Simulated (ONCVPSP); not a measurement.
# indium: variants of one ONCV potential

Base potential:

indium (In), optimised norm-conserving Vanderbilt (ONCV), made with ONCVPSP 4.0.1 (PBE, scalar-relativistic). Core [Kr], reference 4d10 5s2 5p1. Waves: 5s: rc 2.30 bohr, ncon 4, nbas 7, qcut 2.6 1/bohr, 2 projectors, debl 2.6 Ha; 5p: rc 2.45 bohr, ncon 4, nbas 8, qcut 3.1 1/bohr, 2 projectors, debl 1.8 Ha; 4d: rc 1.05 bohr, ncon 4, nbas 7, qcut 8.7 1/bohr, 2 projectors, debl 3 Ha. Local part: polynomial inside 0.85 bohr (lpopt 4, dvloc0 -1 Ha). Core correction: Teter function, parameters optimised by the program.

Cutoffs, loose and tight: the cutoffs (Ha) at which the residual kinetic energy of the hardest occupied pseudo-wave falls to 1 and 0.1 mHa per electron. They do not see the model core or the augmentation charge, which bear on the density cutoff. Test errors are all-electron minus pseudo excitation energies from the reference, over the configurations 4d10 5s2 5p0; 4d10 5s1 5p0; 4d10 5s0 5p0; 4d10 5s2 5p0.5. A dash means not determined; rows that change the core or the reference have their own tests. The largest error is taken over the tests solved by every variant that gives reliable tests at all: 4d10 5s1 5p0; 4d10 5s2 5p0; 4d10 5s2 5p0.5.

A true bound ghost makes a file unfit for plane-wave use even where its test errors are small: the radial tests pick states by their node count and pass the ghost by.

```json
{"change": "base", "outcome": "generated", "cutoff, loose": "42 Ha", "cutoff, tight": "128 Ha", "bound ghosts": "s, p", "GHOST(+) flags above zero": "s", "largest test error (meV)": "-15"}
{"change": "p: qcut 1.7", "outcome": "generated", "cutoff, loose": "42 Ha", "cutoff, tight": "128 Ha", "bound ghosts": "s, p", "GHOST(+) flags above zero": "s", "largest test error (meV)": "-15"}
{"change": "s: nproj 3", "outcome": "generated", "cutoff, loose": "42 Ha", "cutoff, tight": "128 Ha", "bound ghosts": "s, p", "GHOST(+) flags above zero": "none", "largest test error (meV)": "-15"}
{"change": "d: debl 1.3", "outcome": "generated", "cutoff, loose": "42 Ha", "cutoff, tight": "128 Ha", "bound ghosts": "s, p", "GHOST(+) flags above zero": "s", "largest test error (meV)": "-15"}
```

Problem. What comes out with this change to the base: s: rc 3.12?

Solution. outcome: generated; cutoff, loose: 42 Ha; cutoff, tight: 128 Ha; bound ghosts: s, p; GHOST(+) flags above zero: s; largest test error (meV): -24.

Problem. What comes out with this change to the base: core correction Teter function, fcfact 5.75, rcfact 1.75?

Solution. outcome: generated; cutoff, loose: 42 Ha; cutoff, tight: 128 Ha; bound ghosts: s, p; GHOST(+) flags above zero: s; largest test error (meV): -110.

Problem. What comes out with this change to the base: s: nbas 9?

Solution. outcome: generated; cutoff, loose: 42 Ha; cutoff, tight: 128 Ha; bound ghosts: s, p; GHOST(+) flags above zero: s; largest test error (meV): -12.
